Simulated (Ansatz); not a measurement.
Isolated molecules relaxed with PBE0-D4/def2-TZVP in Ansatz; ΔE leaves out vibrations. CBS: MP2 limit from def2 TZ/QZ plus the TZ coupled-cluster correction, frozen cores. This one scheme is used for every species. DFT in def2-TZVPP. Each species was taken in one conformer, which may not be the lowest.

Reaction (cleavage of the Si–Si bond): `C[SiH2][SiH2]Cl` + `O[SiH](O)S` → `O[SiH](O)S[SiH2]Cl` + `C[SiH3]`

`C[SiH2][SiH2]Cl`:

Z-matrix (Å, degrees):
```
C
Si 1 1.873
H 1 1.092 2 110.9
H 1 1.092 2 110.3 3 -119.8
H 1 1.092 2 110.7 3 120.2
Si 2 2.339 1 110.4 3 62.3
H 2 1.491 1 111.2 3 -57.9
H 2 1.489 1 110.9 3 -178.1
Cl 6 2.071 2 107.9 1 53.6
H 6 1.485 2 113.2 1 172.5
H 6 1.487 2 112.4 1 -64.1
```

`O[SiH](O)S`:

```xyz
8

O    -0.949   -0.472    1.023
Si   -0.262   -0.172   -0.437
O     0.894   -1.304   -0.633
S     0.418    1.852   -0.522
H    -1.448    0.247    1.416
H    -1.184   -0.295   -1.582
H     1.355   -1.608    0.150
H     1.176    1.752    0.585
```

`O[SiH](O)S[SiH2]Cl`:

Cartesian coordinates in Å:
```
O 2.593 0.272 0.170
Si 1.088 -0.067 -0.370
O 1.155 -1.418 -1.272
S -0.143 -0.270 1.381
Si -1.998 0.228 0.482
Cl -2.281 2.260 0.385
H 2.677 0.866 0.918
H 0.516 0.964 -1.257
H 1.524 -2.210 -0.877
H -3.062 -0.336 1.340
H -2.069 -0.290 -0.901
```

`C[SiH3]`:

```xyz
8

C     0.435    0.753   -0.468
Si   -0.389   -0.674    0.419
H     1.326    0.414   -1.002
H     0.737    1.527    0.240
H    -0.246    1.203   -1.194
H    -0.798   -1.728   -0.548
H    -1.604   -0.211    1.144
H     0.539   -1.284    1.409
```

| species | ωB97M-V energy (Eh) |
| --- | --- |
| `C[SiH2][SiH2]Cl` | -1081.49932 |
| `O[SiH](O)S` | -840.68096 |
| `O[SiH](O)S[SiH2]Cl` | -1591.04167 |
| `C[SiH3]` | -331.16718 |

Work out ΔE.

ΔE = (-1591.04167) + (-331.16718) − (-1081.49932) − (-840.68096) = -0.02857 Eh = -75.0 kJ/mol. CCSD(T)/CBS gives -72.0 kJ/mol.

Largest T1 diagnostic among the species: 0.011.

From PBE to PBE0 (25 % exact exchange), in def2-TZVPP and without D4, ΔE moves by −3.9 kJ/mol. The D4 term adds −4.7 kJ/mol with B3LYP and −2.5 kJ/mol with PBE0; it sums over pairs of atoms, weighted by their polarisabilities, and B3LYP, whose exchange is more repulsive, gets the larger term.

B3LYP here is the variant with VWN-RPA as its local correlation; programs differ in this.
